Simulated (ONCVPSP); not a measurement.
## Which change was made? (Fe, ONCV)

ONCVPSP 4.0.1 input, shortened (lines: element, Z, core and valence counts, functional; n l f; lmax; l rc ep ncon nbas qcut; lloc lpopt rc5 dvloc0; l nproj debl; icmod fcfact rcfact), PBE, scalar-relativistic:

```
  Fe 26.00    3    4        4      upf
    1    0    2.00
    2    0    2.00
    2    1    6.00
    3    0    2.00
    3    1    6.00
    3    2    6.00
    4    0    2.00
    2
    0    1.15    0.00    4    9   11.80
    1    1.20    0.00    4    9    9.10
    2    1.40    0.00    4    8   10.90
    4    4    1.10    2.00
    0    2    3.60
    1    2    1.70
    2    3    3.70
    0    0.00    0.00
```

In the p channel the program set the typed energies aside and used -2.207, 0.250 Ha.

Cutoffs, loose and tight: the cutoffs (Ha) at which the residual kinetic energy of the hardest occupied pseudo-wave falls to 1 and 0.1 mHa per electron. They do not see the model core or the augmentation charge, which bear on the density cutoff. Test errors are all-electron minus pseudo excitation energies from the reference, over the configurations 3s2 3p6 3d6 4s1; 3s2 3p6 3d6 4s0; 3s2 3p6 3d5 4s0; 3s2 3p6 3d6 4s0 4p2; variants that change the core or the reference have their own tests.

The base gives: outcome: generated, projector energies reset by the program; cutoff, loose: 48 Ha; cutoff, tight: 55 Ha; bound ghosts: none; GHOST(+) flags above zero: none; largest test error (meV): +11.

Task: After one change the result is: outcome: generated; cutoff, loose: 48 Ha; cutoff, tight: 55 Ha; bound ghosts: none; GHOST(+) flags above zero: none; largest test error (meV): -22. Which change was it?
A. reference 3s2 3p6 3d6 4s1.5
B. p: nproj 1
C. s: qcut 14.5

Result: B. The others give: reference 3s2 3p6 3d6 4s1.5 → outcome: generated, projector energies reset by the program; cutoff, loose: 48 Ha; cutoff, tight: 55 Ha; bound ghosts: none; GHOST(+) flags above zero: none; largest test error (meV): +2.1 | s: qcut 14.5 → outcome: generated, projector energies reset by the program; cutoff, loose: 56 Ha; cutoff, tight: 68 Ha; bound ghosts: none; GHOST(+) flags above zero: none; largest test error (meV): +11.
